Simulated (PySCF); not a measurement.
Molfile (atoms numbered from 1):
```
C6H7NSi
     RDKit          3D

 15 15  0  0  0  0  0  0  0  0999 V2000
    4.2871    0.2844    0.2033 N   0  0  0  0  0  0  0  0  0  0  0  0
    3.4196   -0.5571    0.5755 C   0  0  0  0  0  0  0  0  0  0  0  0
    2.0172   -0.4335    0.4738 C   0  0  0  0  0  0  0  0  0  0  0  0
    0.8249   -0.2252    0.3737 C   0  0  0  0  0  0  0  0  0  0  0  0
   -0.5366   -0.0471    0.1743 C   0  0  0  0  0  0  0  0  0  0  0  0
   -1.5285    0.2398    1.0375 C   0  0  0  0  0  0  0  0  0  0  0  0
   -2.7792    0.3157    0.2072 C   0  0  0  0  0  0  0  0  0  0  0  0
   -1.7016   -0.0881   -1.3394 Si  0  0  0  0  0  4  0  0  0  0  0  0
    3.8999    1.1340   -0.2082 H   0  0  0  0  0  0  0  0  0  0  0  0
    3.7886   -1.4784    1.0232 H   0  0  0  0  0  0  0  0  0  0  0  0
   -1.4696    0.4005    2.1033 H   0  0  0  0  0  0  0  0  0  0  0  0
   -3.5318   -0.4169    0.4998 H   0  0  0  0  0  0  0  0  0  0  0  0
   -3.2551    1.2959    0.2457 H   0  0  0  0  0  0  0  0  0  0  0  0
   -1.9120   -1.3952   -1.9554 H   0  0  0  0  0  0  0  0  0  0  0  0
   -1.5274    0.9791   -2.3210 H   0  0  0  0  0  0  0  0  0  0  0  0
  9  1  1  0
  1  2  2  0
  2  3  1  0
  3  4  3  0
  4  5  1  0
  5  6  2  0
  6  7  1  0
  7  8  1  0
  8  5  1  0
  2 10  1  0
  6 11  1  0
  7 12  1  0
  7 13  1  0
  8 14  1  0
  8 15  1  0
M  END
```

Calculated, not measured (PySCF 2.14): NMR shieldings at PBE0/pcSseg-1/GIAO, geometry: GFN2-xTB. Averaged over atoms made equivalent by symmetry, fast rotation or ring inversion, non-relativistic, single conformer, no solvent.

Shifts are taken against calculated references (same method and geometry level): TMS for ¹³C (σ = 186.93 ppm), ¹H (σ = 31.72 ppm), ²⁹Si (σ = 349.16 ppm); ¹⁵N (σ = 267.73 ppm) against NH3.

```csv
atoms,nucleus,count,Hirshfeld charge,δ (ppm)
C6,¹³C,1,-0.01,165.7
C5,¹³C,1,-0.09,133.2
C4,¹³C,1,-0.04,96.9
Si8,²⁹Si,1,0.37,-31.8
H12/H13,¹H,2,0.04,2.03
H14/H15,¹H,2,-0.07,5.11
H10,¹H,1,0.06,8.01
C2,¹³C,1,0.05,?
N1,¹⁵N,1,-0.22,?
H9,¹H,1,0.11,11.76
C3,¹³C,1,-0.06,?
H11,¹H,1,0.06,7.27
C7,¹³C,1,-0.16,?
```

Estimate the values marked ?.

## Answers


- C2: 157.0 ppm, C=N carbon
- C3: 97.3 ppm, alkyne carbon; sp carbons lie upfield of alkene carbons because the cylindrical π system leaves one tensor component strongly shielded
- C7: 19.6 ppm, allylic sp3 CH2 bonded to Si
- N1: 392.2 ppm, imine nitrogen

The OH or NH signal is concentration- and solvent-dependent in practice; the value given is the gas-phase one. Shifts are as computed. Against solution values, carbons near 30 ppm lie about +3 ppm off and those near 130 ppm about +5 ppm. Of 1309 compounds with measured shifts, 239 miss one by over three times the rms of a fit or turn the order of signals round; such compounds aren't used in these exercises. Experimental scales use liquid or dissolved standards, which lie at an offset from isolated NH3 (liquid NH3: subtract about 20 ppm). Unscaled 15N shifts of sp2 nitrogen come out 20 to 40 ppm too high even then.
